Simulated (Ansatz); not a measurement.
Species: silylphosphine, sum formula SiPH$_{5}$ (charge 0, singlet). 
Geometry from a B3LYP-D3(BJ)/def2-TZVP (Ansatz, a first-principles code) optimisation:
```xyz
7

Si    -1.0725     0.0867     0.2119
P      1.1233    -0.0680    -0.3324
H     -1.8171    -0.8926    -0.6134
H     -1.5318     1.4532    -0.1291
H     -1.3565    -0.1741     1.6427
H      1.3129    -1.2974     0.3513
H      1.5580     0.7172     0.7672
```

Task: Give the harmonic wavenumbers at B3LYP-D3(BJ)/def2-TZVP (Ansatz, finite differences of forces, unscaled).

Result: 172, 441, 467, 485, 732, 786, 913, 950, 960, 1102, 2222, 2232, 2235, 2382, 2389 cm⁻¹. Zero-point energy 26.4 kcal/mol.

Task: From these and the geometry, give the ideal-gas thermochemistry at 298.15 K and 1 atm (rigid rotor, harmonic oscillator).

Result: Point group Cs, rotational symmetry number 1. Rotational constants 51.7, 5.501, 5.477 GHz. S(trans) 38.39, S(rot) 22.85, S(vib) 5.59, S(elec, spin only) 0.00, S 66.8 cal/(mol K). H(298) - H(0) 3.44 kcal/mol; G - E(el) 9.9 kcal/mol.
